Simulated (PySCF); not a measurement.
Fill in the blanks.

Species: C₇H₁₁N.
Atom-mapped SMILES: `[CH3:1][C:2]#[C:3][C@@H:4]1[CH2:5][N:6]1[CH2:7][CH3:8]` (hydrogens: H9, H10, H11 on C1; H12 on C4; H13, H14 on C5; H15, H16 on C7; H17, H18, H19 on C8)

Structure used (GFN2-xTB), in Å, numbered top down from 1:
```
atom  x, y, z in Å
C1     2.9967    1.2372   -0.2826
C2     1.9161    0.3552    0.0987
C3     1.0380   -0.3890    0.4397
C4    -0.0515   -1.2410    0.8112
C5    -0.5943   -2.2167   -0.1731
N6    -1.3745   -1.0811    0.2334
C7    -1.6033   -0.0212   -0.7206
C8    -1.8912    1.2816    0.0137
H9     3.8272    0.6598   -0.6891
H10    3.3460    1.7968    0.5849
H11    2.6522    1.9404   -1.0409
H12   -0.0652   -1.5154    1.8626
H13   -0.1602   -2.2206   -1.1693
H14   -0.9475   -3.1788    0.1728
H15   -0.7458    0.1191   -1.4000
H16   -2.4717   -0.3146   -1.3198
H17   -2.7315    1.1481    0.6895
H18   -1.0216    1.5809    0.5944
H19   -2.1277    2.0685   -0.6977
```

```tsv
property	level	value
point group of the GFN2-xTB geometry	GFN2-xTB	C1
rotational constants A, B, C of the GFN2-xTB geometry	GFN2-xTB	?
dipole moment	PBE0/def2-SVPD	1.60 D
HOMO energy	PBE0/def2-SVPD	?
LUMO energy	PBE0/def2-SVPD	0.64 eV
lowest singlet excitation	TDDFT PBE0/def2-SVPD	5.97 eV (208 nm, f = 0.014)
strongest line among the 6 lowest singlet transitions	TDDFT PBE0/def2-SVPD	S3 at 6.28 eV (197 nm, f = 0.063)
lowest triplet excitation (Tamm–Dancoff)	TDA PBE0/def2-SVPD	5.12 eV
static isotropic polarisability	PBE0/def2-SVPD	90.3 au
electronic spatial extent ⟨r²⟩ about the centre of nuclear charge	PBE0/def2-SVPD	?
13C chemical shifts (computed TMS as zero) by class	GIAO PBE0/pcSseg-1	84.6 (C2), 83.9 (C3), 51.7 (C7), 37.8 (C5), 25.8 (C4), 17.0 (C8), 4.7 (C1) ppm
1H chemical shifts (computed TMS as zero) by class	GIAO PBE0/pcSseg-1	?
isotropic shieldings of nuclei other than C and H, by class	GIAO PBE0/pcSseg-1	217 (N6) ppm
```

Electronic properties: PySCF, gas phase, density fitting. NMR classes are plain means over equivalent atoms (diastereotopic ones count apart unless rotation or inversion swaps them), as if these changed places fast; in this geometry the members of some classes differ.

**Question.** The electronic spatial extent ⟨r²⟩ about the centre of nuclear charge?

**Answer.** 1206 bohr².

**Question.** Give the rotational constants A, B, C of the GFN2-xTB geometry.

**Answer.** 2.978, 1.352, 1.033 GHz.

**Question.** The 1H chemical shifts (computed TMS as zero) by class?

**Answer.** 3.09 (H16), 2.30 (H12), 2.05 (H15), 2.00 (H9/H10/H11), 1.83 (H14), 1.27 (H17/H18/H19), 1.19 (H13) ppm.

**Question.** Give the HOMO energy.

**Answer.** -6.45 eV.

The rotational constants make it an asymmetric top with κ = (2B − A − C)/(A − C) = -0.67, nearer the prolate limit (−1). The principal polarisabilities are 72.9, 84.1 and 113.9 au; their mean is the isotropic value. No computed singlet falls in the visible range (750 to 380 nm, 1.65 to 3.26 eV); S1 lies 2.71 eV above its blue end. The largest Löwdin shares of the HOMO are 0.36 on N6, 0.14 on C2, 0.11 on C5 and 0.11 on C3. In atomic units the dipole is 0.63 e·bohr (1 au = 2.5417 D).

One conformer stands for the species.
